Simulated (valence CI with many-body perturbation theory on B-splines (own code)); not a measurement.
**Assign the levels of Nb XI**

Computed by configuration interaction combined with many-body perturbation theory (CI+MBPT): three valence electrons over a frozen Dirac-Fock core [Ar] 3d10, radial functions for each j: 11 s, 11 p, 9 d, 7 f, 5 g, 2 h, 1 i, with the one-electron correlation potential Σ1 (screened to all orders), the two-electron term Σ2, the three-electron term Σ3, Breit, model QED; selected single and double excitations, second order for the rest, scaled by the run's own slope (own B-spline code, finite nucleus).

No measured levels were compared; by estimate levels hold to about 250 cm⁻¹ or 0.2 % of their energy and the worst to 1 %, as in measured heavy ions of charge 2 to 7; those with d or f electrons hold less well.

| No. | J | Parity | E (cm⁻¹) | g |
| --- | --- | --- | --- | --- |
| 1 | 1/2 | odd | 0 | 0.665 |
| 2 | 3/2 | odd | 23922 | 1.334 |
| 3 | 1/2 | even | 182110 | 2.639 |
| 4 | 3/2 | even | 193370 | 1.727 |
| 5 | 5/2 | even | 204380 | 1.570 |
| 6 | 3/2 | even | 240920 | 0.819 |
| 7 | 5/2 | even | 246070 | 1.231 |
| 10 | 3/2 | even | 305590 | 1.320 |
| 11 | 3/2 | even | 390180 | 0.800 |
| 12 | 5/2 | even | 393690 | 1.200 |
| 15 | 5/2 | odd | 469270 | 1.200 |
| 16 | 1/2 | odd | 503840 | 0.665 |
| 18 | 3/2 | odd | 536900 | 0.416 |
| 19 | 5/2 | odd | 541910 | 1.036 |

Energies count from the lowest level. Strongly mixed levels and levels close to another of their J and parity are left out, so the numbers can have gaps.

Give configuration and LS term of each level.

1: 4s2.4p 2P°; 2: 4s2.4p 2P°; 3: 4s.4p2 4P; 4: 4s.4p2 4P; 5: 4s.4p2 4P; 6: 4s.4p2 2D; 7: 4s.4p2 2D; 10: 4s.4p2 2P; 11: 4s2.4d 2D; 12: 4s2.4d 2D; 15: 4p3 2D°; 16: 4p3 2P°; 18: 4s.4p.4d 4F°; 19: 4s.4p.4d 4F°.
